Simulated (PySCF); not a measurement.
SMILES C[C]([ZnH])(C)C (C₄H₁₀Zn), GFN2-xTB optimised geometry.

```
15

Zn     1.21    -1.00     0.00
H      2.77    -1.00     0.00
C     -0.61    -0.10     0.00
C     -1.92    -0.89    -0.05
C     -0.61     0.77     1.26
C     -0.56     0.83    -1.22
H     -2.77    -0.21    -0.05
H     -2.01    -1.55     0.82
H     -1.98    -1.50    -0.95
H     -0.73     0.16     2.16
H      0.31     1.34     1.35
H     -1.44     1.48     1.24
H      0.37     1.41    -1.23
H     -0.64     0.27    -2.15
H     -1.39     1.55    -1.19
```

Density from CAM-B3LYP/def2-TZVP in PySCF 2.14.0 at that geometry.

Minimum of the electron density along straight lines between bonded atoms, close to the bond critical point (lines longer than 1.1 times the sum of covalent radii, or with two minima, are not listed):

```tsv
bond	length / Å	ρ at the minimum / e bohr⁻³	∇²ρ there / e bohr⁻⁵	position (fraction from the first atom)
Zn1–H2	1.565	0.109	___	0.62
Zn1–C3	2.033	0.099	___	0.48
C3–C4	1.528	0.247	-0.61	0.50
C3–C5	1.533	0.244	-0.59	0.49
C3–C6	1.533	0.244	-0.59	0.49
C4–H7	1.094	0.276	-0.94	0.64
C4–H8	1.088	0.280	-0.97	0.64
C4–H9	1.088	0.280	-0.97	0.64
C5–H10	1.090	0.279	-0.96	0.64
C5–H11	1.094	0.276	-0.94	0.64
C5–H12	1.093	0.276	-0.94	0.64
C6–H13	1.094	0.276	-0.94	0.64
C6–H14	1.090	0.279	-0.96	0.64
C6–H15	1.093	0.276	-0.94	0.64
```

Q: Complete the blanks.

A: 
- Zn1–H2, ∇²ρ there / e bohr⁻⁵: 0.15
- Zn1–C3, ∇²ρ there / e bohr⁻⁵: 0.18
